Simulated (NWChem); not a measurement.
System: TaN2H3F2; SMILES [NH]=[Ta]([F])([F])[NH2]

The following NWChem deck was run.

```
start job
memory heap 200 mb stack 900 mb global 1100 mb
geometry units angstroms noautoz
  Ta    -0.012971    -0.022119     0.000000
  N     -1.625424     0.684884     0.000000
  H     -2.596227     0.972316     0.000000
  F      0.270388    -1.055962     1.565885
  F      0.270388    -1.055962    -1.565885
  N      1.159668     1.554240     0.000000
  H      0.876753     2.529093     0.000000
  H      2.176536     1.486558     0.000000
end
basis spherical
  * library def2-svp
end
ecp
  Ta library def2-ecp
end
dft
  xc xpbe96 cpbe96
  grid xcoarse
  iterations 150
  mulliken
end
task dft gradient
```

Excerpt of the output:

```
             Northwest Computational Chemistry Package (NWChem) 7.3.0
             --------------------------------------------------------

 CS  symmetry detected

                             Geometry "geometry" -> ""
                             -------------------------

 Output coordinates in angstroms (scale by  1.889725989 to convert to a.u.)

  No.       Tag          Charge          X              Y              Z
 ---- ---------------- ---------- -------------- -------------- --------------
    1 Ta                  73.0000    -0.02442180    -0.02127782     0.00000000
    2 N                    7.0000     0.54031709    -1.68888926     0.00000000
    3 H                    1.0000     0.74261580    -2.68093303     0.00000000
    4 F                    9.0000    -1.02984871     0.35052912     1.56588500
    5 F                    9.0000    -1.02984871     0.35052912    -1.56588500
    6 N                    7.0000     1.64754680     1.01047357     0.00000000
    7 H                    1.0000     2.59424368     0.64421643     0.00000000
    8 H                    1.0000     1.66816126     2.02938300     0.00000000

 Effective nuclear repulsion energy (a.u.)     788.3536372138

      Symmetry information
      --------------------

 Group name             Cs
 Group number              2
 Group order               2
 No. of unique centers     7

 Summary of "ao basis" -> "ao basis" (spherical)
 ------------------------------------------------------------------------------
       Tag                 Description            Shells   Functions and Types
 ---------------- ------------------------------  ------  ---------------------
 Ta                         def2-svp                12       32   6s3p2d1f
 N                          def2-svp                 6       14   3s2p1d
 H                          def2-svp                 3        5   2s1p
 F                          def2-svp                 6       14   3s2p1d

      Symmetry analysis of basis
      --------------------------

        a'         68
        a"         35

            General Information
            -------------------
          SCF calculation type: DFT
          Wavefunction type:  closed shell.
          No. of atoms     :     8
          No. of electrons :    48
           Alpha electrons :    24
            Beta electrons :    24
          Charge           :     0
          Spin multiplicity:     1
          Use of symmetry is: on ; symmetry adaption is: on
          Maximum number of iterations: 150
          AO basis - number of functions:   103
                     number of shells:    45
          Convergence on energy requested:  1.00D-06
          Convergence on density requested:  1.00D-05
          Convergence on gradient requested:  5.00D-04

              XC Information
              --------------
          PerdewBurkeErnzerhof Exchange Functional  1.000
            Perdew 1991 LDA Correlation Functional  1.000 local
           PerdewBurkeErnz. Correlation Functional  1.000 non-local

             Grid Information
             ----------------
          Grid used for XC integration:  xcoarse
          Radial quadrature: Mura-Knowles
          Angular quadrature: Lebedev.
          Tag              B.-S. Rad. Rad. Pts. Rad. Cut. Ang. Pts.
          ---              ---------- --------- --------- ---------
          Ta                  1.45       84           8.0       194
          N                   0.65       21          10.0       194
          H                   0.35       21          11.0       194
          F                   0.50       21          10.0       194
          Grid pruning is: on
          Number of quadrature shells:   210
          Spatial weights used:  Erf1

      Superposition of Atomic Density Guess
      -------------------------------------

 Sum of atomic energies:        -370.48987782

      Non-variational initial energy
      ------------------------------

 Total energy =    -365.315428
 1-e energy   =    -943.650016
 2-e energy   =     365.669321
 HOMO         =      -0.371237
 LUMO         =      -0.021334

      Symmetry analysis of molecular orbitals - initial
      -------------------------------------------------

  Numbering of irreducible representations:

     1 a'          2 a"

  Orbital symmetries:

     1 a'          2 a"          3 a'          4 a'          5 a'
     6 a'          7 a"          8 a'          9 a'         10 a"
    11 a'         12 a'         13 a'         14 a"         15 a'
    16 a"         17 a'         18 a'         19 a"         20 a'
    21 a'         22 a'         23 a"         24 a"         25 a'
    26 a'         27 a'         28 a"         29 a'         30 a'
    31 a"         32 a'         33 a"         34 a'

     ---------------------------------------------
      Total Density - Mulliken Population Analysis
     ---------------------------------------------

    Atom       Charge   Shell Charges
 -----------   ------   -------------------------------------------------------
    1 Ta  13    10.34   0.03 -0.32  1.77  0.54  0.29  0.06  5.48  0.58  0.13  1.37  0.26  0.15
    2 N    7     8.16   1.99  1.09  0.56  2.74  1.77  0.01
    3 H    1     0.78   0.61  0.13  0.05
    4 F    9     9.66   1.99  1.15  0.80  3.56  2.16  0.00
    5 F    9     9.66   1.99  1.15  0.80  3.56  2.16  0.00
    6 N    7     7.91   1.99  1.03  0.50  2.62  1.76  0.00
    7 H    1     0.74   0.59  0.11  0.04
    8 H    1     0.74   0.58  0.11  0.04

   convergence    iter        energy       DeltaE   RMS-Dens  Diis-err
 ---------------- ----- ----------------- --------- --------- ---------
 d= 0,ls=0.0,diis     1   -367.3376196897 -5.80D+02  4.56D-02  2.89D+00
 d= 0,ls=0.0,diis     2   -362.4597438448  4.88D+00  3.70D-02  4.14D+01
 d= 0,ls=0.0,diis     3   -367.6603259090 -5.20D+00  7.98D-03  5.01D-01
 d= 0,ls=0.0,diis     4   -367.6203820267  3.99D-02  4.43D-03  8.31D-01
 d= 0,ls=0.0,diis     5   -367.7122697086 -9.19D-02  9.56D-04  1.55D-02
  Resetting Diis
 d= 0,ls=0.0,diis     6   -367.7139077798 -1.64D-03  3.48D-04  3.81D-03
 d= 0,ls=0.0,diis     7   -367.7142123997 -3.05D-04  6.78D-04  1.10D-03
 d= 0,ls=0.0,diis     8   -367.7132635323  9.49D-04  5.16D-04  9.24D-03
 d= 0,ls=0.0,diis     9   -367.7143167020 -1.05D-03  8.37D-05  2.19D-04
 d= 0,ls=0.0,diis    10   -367.7143434574 -2.68D-05  9.34D-06  2.38D-06
 d= 0,ls=0.0,diis    11   -367.7143437127 -2.55D-07  2.15D-06  5.61D-08

         Total DFT energy =     -367.714343712681
      One electron energy =     -948.689578304487
           Coulomb energy =      410.646026097565
    Exchange-Corr. energy =      -42.336058252265
 Nuclear repulsion energy =      212.665266746506

 Numeric. integr. density =       47.996611590648

                  Occupations of the irreducible representations
                  ----------------------------------------------

                     irrep           alpha         beta
                     --------     --------     --------
                     a'               16.0         16.0
                     a"                8.0          8.0

                       DFT Final Molecular Orbital Analysis
                       ------------------------------------

 Vector   22  Occ=2.000000D+00  E=-2.507945D-01  Symmetry=a"
              MO Center=  1.2D+00,  7.7D-01,  2.7D-13, r^2= 2.0D+00
   Bfn.  Coefficient  Atom+Function         Bfn.  Coefficient  Atom+Function
  ----- ------------  ---------------      ----- ------------  ---------------
    85      0.518063  6 N  pz                88     -0.416999  6 N  pz
    17     -0.201925  1 Ta d -1              19      0.146024  1 Ta d  1
    56     -0.125178  4 F  py                70      0.125178  5 F  py
    38     -0.113435  2 N  pz                59      0.094790  4 F  py
    73     -0.094790  5 F  py                41      0.080158  2 N  pz

 Vector   23  Occ=2.000000D+00  E=-2.478325D-01  Symmetry=a'
              MO Center=  4.4D-01, -1.2D+00,  1.6D-11, r^2= 1.9D+00
   Bfn.  Coefficient  Atom+Function         Bfn.  Coefficient  Atom+Function
  ----- ------------  ---------------      ----- ------------  ---------------
    36      0.479138  2 N  px                39     -0.343738  2 N  px
    20     -0.261197  1 Ta d  2              16      0.243875  1 Ta d -2
     7      0.135581  1 Ta px                37      0.129116  2 N  py
    40     -0.104353  2 N  py                 5      0.098629  1 Ta s
    57      0.095249  4 F  pz                71     -0.095249  5 F  pz

 Vector   24  Occ=2.000000D+00  E=-2.372225D-01  Symmetry=a"
              MO Center=  4.2D-01, -1.1D+00, -1.4D-11, r^2= 2.2D+00
   Bfn.  Coefficient  Atom+Function         Bfn.  Coefficient  Atom+Function
  ----- ------------  ---------------      ----- ------------  ---------------
    38      0.494362  2 N  pz                41     -0.371159  2 N  pz
    17      0.266443  1 Ta d -1               9      0.158416  1 Ta pz
    85      0.140610  6 N  pz                57     -0.118895  4 F  pz
    71     -0.118895  5 F  pz                88     -0.113835  6 N  pz
    60      0.102751  4 F  pz                74      0.102751  5 F  pz

[...]

                         DFT ENERGY GRADIENTS

    atom               coordinates                        gradient
                 x          y          z           x          y          z
   1 Ta     -0.046151  -0.040209   0.000000    0.001990   0.000094   0.000000
   2 N       1.021051  -3.191538   0.000000   -0.002920   0.002281   0.000000
   3 H       1.403340  -5.066229   0.000000   -0.001452   0.008517   0.000000
   4 F      -1.946132   0.662404   2.959094    0.007145  -0.002246  -0.011377
   5 F      -1.946132   0.662404  -2.959094    0.007145  -0.002246   0.011377
   6 N       3.113412   1.909518   0.000000   -0.004229  -0.000600   0.000000
   7 H       4.902410   1.217393   0.000000   -0.007751   0.002910   0.000000
   8 H       3.152368   3.834978   0.000000    0.000072  -0.008711   0.000000
```

Level: PBE/def2-SVP with def2 effective core potentials on Ta. Structure relaxed at the PBE0/def2-SVP level. Not confirmed as a minimum by frequencies. def2 effective core potentials on Ta; no spin-orbit coupling.
